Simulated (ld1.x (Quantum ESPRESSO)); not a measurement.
Configuration tests for bismuth (TM)

bismuth, norm-conserving Troullier–Martins (Kleinman–Bylander form), made with ld1.x (Quantum ESPRESSO) 7.5 (PBEsol, fully relativistic). Core [Xe] 4f14 5d10, reference 6s1 6p4. Waves: 6s (bound): rc 1.90 bohr; 6p (bound): rc 1.90 bohr. Local part: the p channel. Core correction: none.

Open shells are filled in proportion to 2j + 1 (rel_dist='average').

Energies are relative to the spin-unpolarised reference configuration 6s1 6p4; without spin polarisation the order of configurations can differ from experiment. The p channel is local and has no spin–orbit splitting in the pseudo-atom. The frozen-core shift is the all-electron ΔE with the core orbitals held at their reference shape minus the fully relaxed ΔE.

| valence configuration | charge | ΔE all-electron (eV) | error AE − PS (meV) | frozen-core shift (meV) |
| --- | --- | --- | --- | --- |
| 6s2 6p3 | 0 | -9.889 | +249 | +26 |
| 6s2 6p2 | +1 | -1.793 | +540 | +7.2 |
| 6s2 6p1 | +2 | 13.676 | +922 | +27 |
| 6s2 6p3.3 | -0.3 | -11.031 | +177 | +31 |
| 6s1 6p3 | +1 | 8.832 | +277 | +12 |
| 6s2 6p0 | +3 | 37.254 | +1433 | +169 |

(1) What are ΔE and the potential's error for 6s2 6p2.5?

Levels in the configuration 6s2 6p2.5:

```json
{"level": "6s j=1/2", "all-electron (eV)": "-18.140", "pseudo (eV)": "-18.103"}
{"level": "6p j=1/2", "all-electron (eV)": "-9.476", "pseudo (eV)": "-7.760"}
{"level": "6p j=3/2", "all-electron (eV)": "-7.339", "pseudo (eV)": "-7.760"}
```

Note: ghost state, extra bound levels that the all-electron valence spectrum of the same l lacks: s at -50.2 eV. A true bound ghost makes a file unfit for plane-wave use. The potential misses its own reference levels by up to 1.6 eV, so it is not fit for use.

Results:

(1) ΔE = -6.705 eV all-electron; the error (AE − PS) is +384 meV.

These tests converged, but a pseudo level misses the all-electron one widely, so the file describes the atom poorly there or has found another state: 6s2 6p3: 6p by 1.5 eV; 6s2 6p1: 6p by 2.3 eV; 6s2 6p3.3: 6p by 1.4 eV. ld1.x printed “convergence not achieved” for 7 of the counted tests; their residual had stalled under 1e-8, short of the target of 1e-14.
